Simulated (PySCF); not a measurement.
C₅H₁₁NO.
SMILES with atom numbers: `[CH3:1][CH2:2][C:3](=[O:4])[N:5]([CH3:6])[CH3:7]` (hydrogens: H8, H9, H10 on C1; H11, H12 on C2; H13, H14, H15 on C6; H16, H17, H18 on C7)

The same species was optimised twice, with GFN2-xTB and with PBE0-D3(BJ)/def2-SVP (PySCF), and the same property calculations (PySCF, gas phase) were run on both structures.

```json
{"coordinate": "C3–N5 (Å)", "GFN2-xTB": "1.359", "PBE0-D3(BJ)/def2-SVP": "1.370", "change": "+0.011"}
{"coordinate": "C1–C2 (Å)", "GFN2-xTB": "1.523", "PBE0-D3(BJ)/def2-SVP": "1.515", "change": "-0.008"}
{"coordinate": "N5–C7 (Å)", "GFN2-xTB": "1.446", "PBE0-D3(BJ)/def2-SVP": "1.443", "change": "-0.003"}
{"coordinate": "C3=O4 (Å)", "GFN2-xTB": "1.216", "PBE0-D3(BJ)/def2-SVP": "1.218", "change": "+0.002"}
{"coordinate": "C2–C3 (Å)", "GFN2-xTB": "1.520", "PBE0-D3(BJ)/def2-SVP": "1.519", "change": "-0.001"}
{"coordinate": "N5–C6 (Å)", "GFN2-xTB": "1.443", "PBE0-D3(BJ)/def2-SVP": "1.443", "change": "0.000"}
{"coordinate": "C6–N5–C7 (°)", "GFN2-xTB": "117.0", "PBE0-D3(BJ)/def2-SVP": "118.3", "change": "+1.3"}
{"coordinate": "C2–C3–O4 (°)", "GFN2-xTB": "122.6", "PBE0-D3(BJ)/def2-SVP": "121.4", "change": "-1.2"}
{"coordinate": "C3–N5–C6 (°)", "GFN2-xTB": "123.9", "PBE0-D3(BJ)/def2-SVP": "122.7", "change": "-1.2"}
{"coordinate": "C1–C2–C3 (°)", "GFN2-xTB": "111.0", "PBE0-D3(BJ)/def2-SVP": "112.1", "change": "+1.1"}
{"coordinate": "C2–C3–N5 (°)", "GFN2-xTB": "115.5", "PBE0-D3(BJ)/def2-SVP": "116.2", "change": "+0.7"}
{"coordinate": "O4–C3–N5 (°)", "GFN2-xTB": "121.8", "PBE0-D3(BJ)/def2-SVP": "122.4", "change": "+0.6"}
{"coordinate": "C3–N5–C7 (°)", "GFN2-xTB": "119.2", "PBE0-D3(BJ)/def2-SVP": "119.0", "change": "-0.2"}
{"coordinate": "C1–C2–C3–O4 (°)", "GFN2-xTB": "-2", "PBE0-D3(BJ)/def2-SVP": "-1", "change": "+1"}
{"coordinate": "C2–C3–N5–C6 (°)", "GFN2-xTB": "0", "PBE0-D3(BJ)/def2-SVP": "1", "change": "+1"}
```

Rotational constants: A = 4682, B = 1872, C = 1383 MHz (GFN2-xTB) against A = 4657, B = 1859, C = 1375 MHz (PBE0-D3(BJ)/def2-SVP).

On the GFN2-xTB structure: HOMO (eV) -6.81 [PBE0/pcSseg-1]; LUMO (eV) 1.10 [PBE0/pcSseg-1]; dipole (D) 3.87 [PBE0/pcSseg-1]; GIAO shielding of C1 (ppm) 175.8 [PBE0/pcSseg-1]; GIAO shielding of C2 (ppm) 157.5 [PBE0/pcSseg-1]; GIAO shielding of C3 (ppm) 12.5 [PBE0/pcSseg-1]; GIAO shielding of O4 (ppm) -73.8 [PBE0/pcSseg-1]; GIAO shielding of N5 (ppm) 154.2 [PBE0/pcSseg-1]; GIAO shielding of C6/C7 (mean) (ppm) 150.6 [PBE0/pcSseg-1].

Task: What do these properties become on the PBE0-D3(BJ)/def2-SVP structure?

Result: 
```
                                    property          level  on GFN2-xTB  on PBE0-D3(BJ)/def2-SVP  change
                                   HOMO (eV)  PBE0/pcSseg-1        -6.81                    -6.82   -0.01
                                   LUMO (eV)  PBE0/pcSseg-1         1.10                     1.01   -0.09
                                  dipole (D)  PBE0/pcSseg-1         3.87                     3.83   -0.04
energy, GFN2-xTB geometry as zero (kcal/mol)  PBE0/pcSseg-1          0.0                     -0.4    -0.4
                  GIAO shielding of C1 (ppm)  PBE0/pcSseg-1        175.8                    174.0    -1.8
                  GIAO shielding of C2 (ppm)  PBE0/pcSseg-1        157.5                    156.1    -1.4
                  GIAO shielding of C3 (ppm)  PBE0/pcSseg-1         12.5                     10.4    -2.1
                  GIAO shielding of O4 (ppm)  PBE0/pcSseg-1        -73.8                    -83.6    -9.8
                  GIAO shielding of N5 (ppm)  PBE0/pcSseg-1        154.2                    152.8    -1.4
        GIAO shielding of C6/C7 (mean) (ppm)  PBE0/pcSseg-1        150.6                    149.7    -0.9
```

The heavy atoms differ by 0.013 Å rms after alignment. Among bonds between heavy atoms C3–N5 changes most (+0.011 Å). Changes are differences of the printed values. Neither structure is proved a minimum here.

The values belong to the conformer `[CH3:1][CH2:2][C:3](=[O:4])[N:5]([CH3:6])[CH3:7]`: C1–C2–C3–O4 -1°, C2–C3–N5–C6 1°.
